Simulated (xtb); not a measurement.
xtb input:

```bash
xtb mol.xyz --gfn 1 --sp --chrg 0 --uhf 0
```
mol.xyz:
```
3

In    -0.19007984    -0.14582765    -0.22191825
O      0.97854845     0.70336999     1.21411251
H      1.48552435     1.51859505     1.16109393
```

Question: Which total energy does the run end on?

Answer: -6.80514 Eh (GFN1-xTB).
